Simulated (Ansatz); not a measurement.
Wavefunction ladder for `C[N]=[Mo]([CH3])(=[O])[OH]`

Z-matrix (Å, degrees):
```
C
N 1 1.420
H 1 1.095 2 109.7
H 1 1.095 2 110.4 3 118.4
H 1 1.096 2 111.7 3 -120.3
Mo 2 1.724 1 151.0 3 120.8
O 6 1.682 2 109.1 1 -0.8
C 6 2.112 2 103.3 1 -114.2
O 6 1.885 2 112.0 1 127.3
H 8 1.094 6 108.6 2 179.0
H 8 1.093 6 109.4 2 -61.3
H 8 1.091 6 111.2 2 59.0
H 9 0.959 6 124.7 2 4.5
```

Total charge 0; spin multiplicity 1. Correlated methods include outer-core shells of Mo, which these sets cover unevenly. Mo: def2 effective core potential. Geometry: relaxed with PBE0-D4/def2-TZVP. It is one conformer, not always the lowest. Frozen core, restricted reference, Ansatz.

```json
{"basis": "def2-SVP", "HF (Eh)": "-351.28146", "MP2 corr.": "-1.30330"}
{"basis": "def2-TZVPP", "HF (Eh)": "-351.65960", "MP2 corr.": "-1.67043"}
{"basis": "def2-QZVPP", "HF (Eh)": "-351.67795", "MP2 corr.": "-1.79112"}
```

(1) Estimate the CCSD correlation energy and the (T) correction in each basis where they were run (hartree).

## Answers

(1) 
| basis | CCSD corr. | (T) |
| --- | --- | --- |
| def2-SVP | -1.26368 | -0.06380 |
